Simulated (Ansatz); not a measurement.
`F[Si](F)(F)O[SiH3]`, charge 0, multiplicity 1.

Problem. Give a relaxed structure at PBE0-D4/def2-TZVP (Ansatz 0.2.0). (Estimate.)

Solution. Ansatz gave: 
Z-matrix (Å, degrees):
```
Si
F 1 1.570
F 1 1.570 2 107.8
F 1 1.568 2 108.1 3 116.6
O 1 1.585 2 111.3 3 -122.4
Si 5 1.646 1 156.2 2 57.6
H 6 1.482 5 109.1 1 61.1
H 6 1.482 5 109.1 1 -59.2
H 6 1.480 5 107.6 1 -179.1
```
Point group Cs.
This is one stationary point; other conformers may exist.
